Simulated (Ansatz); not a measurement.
The pair A = C2H4 (SMILES C=C) (first 6 atoms), B = C2H6O (SMILES COC); geometry from B3LYP-D3(BJ)/def2-TZVP.
(charge 0, multiplicity 1):
```xyz
15

C     -0.4438     0.2633     0.8613
C      0.7143    -0.1490     0.3659
H     -0.8217    -0.1025     1.8083
H     -1.0555     0.9864     0.3343
H      1.0965     0.2170    -0.5796
H      1.3275    -0.8756     0.8856
C     -0.5589     1.0341     4.5567
O     -0.5354    -0.3403     4.2367
C      0.7724    -0.8704     4.2416
H      0.0159     1.6223     3.8301
H     -0.1486     1.2172     5.5582
H     -1.5988     1.3563     4.5340
H      1.4141    -0.3545     3.5164
H      0.6987    -1.9224     3.9698
H      1.2323    -0.7880     5.2350
```

Cores are frozen in the correlated methods. MP2 and its Hartree–Fock in aug-cc-pVTZ are density fitted.

The values were computed with Ansatz (Gaussian orbitals). Each number belongs to the level named beside it.

Total energies (hartree), monomers frozen at their geometry in the pair:

```csv
structure,PBE/def2-TZVPPD,B3LYP/def2-TZVPPD,MP2/aug-cc-pVTZ
AB,-233.3947052,-233.7228974,-233.1459072
A in the pair's basis,-78.5018662,-78.6255600,-78.4047168
B in the pair's basis,-154.8917100,-155.0974577,-154.7380730
A,-78.5017997,-78.6254990,-78.4043181
B,-154.8916456,-155.0973886,-154.7375777
```

### Question
Work out the interaction energy without and with the counterpoise correction, and the superposition error, for each level.

### Answer

E(AB) − E(A) − E(B), times 627.509 kcal/mol, with the monomers in their own basis and then in the pair's basis:
- PBE/def2-TZVPPD: -0.79 uncorrected, -0.71 corrected; the monomers gain 0.08 kcal/mol from borrowed functions
- B3LYP/def2-TZVPPD: -0.01 uncorrected, 0.08 corrected; the monomers gain 0.08 kcal/mol from borrowed functions
- MP2/aug-cc-pVTZ: -2.52 uncorrected, -1.96 corrected; the monomers gain 0.56 kcal/mol from borrowed functions

Ansatz is a first-principles code.
